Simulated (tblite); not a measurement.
Level: GFN2-xTB in tblite, geometry and Hessian alike; calculated harmonic values, unscaled, isolated species. Errors from tens to a few hundred cm⁻¹ against measured bands are possible. Modes of hydrogen on silicon and sulfur can be 10 to 20 % off. One conformer each. Open shells enter through the occupations alone, without spin polarisation, and single modes of such species can be off by tens of per cent. Thermal functions are those of the rigid rotor and harmonic oscillator, without mixing of conformers.

Problem. Order these by their heat capacity Cp at 500 K, highest first (cal/(mol K)).
A. `N#C[C@@]12C[C@@H]1[C@@]2([SiH3])C(F)F`
B. `C=CCN[SiH2]N`
C. `O=C(O)[SiH2]OCCCl`
D. `CC[C@@](CO)(CS)O[SiH3]`
E. `[H]/[C]=C\C(F)=C(/F)CF` [radical]

Solution. D (71.2), A (59.0), C (50.9), B (49.0), E (42.1).

```
                               SMILES  atoms  mass (u)  symmetry number  modes under 300 cm⁻¹  ZPE (kcal/mol)  S translation (cal/(mol K))  S rotation  S vibration  S spin      S    Cp
               CC[C@@](CO)(CS)O[SiH3]     23    166.05                1                    11           112.7                         43.8        31.9         66.7     0.0  142.4  71.2
N#C[C@@]12C[C@@H]1[C@@]2([SiH3])C(F)F     17    159.03                1                     8            68.9                         43.7        31.5         54.1     0.0  129.2  59.0
                    O=C(O)[SiH2]OCCCl     15    153.99                1                     7            62.6                         43.6        31.1         50.4     0.0  125.1  50.9
                         C=CCN[SiH2]N     16    102.06                1                     6            79.8                         42.4        29.3         43.1     0.0  114.7  49.0
               [H]/[C]=C\C(F)=C(/F)CF     12    121.03                1                     6            46.1                         42.9        30.1         38.3     1.4  112.6  42.1
```

Entropies and Cp are for 500 K and 1 bar.
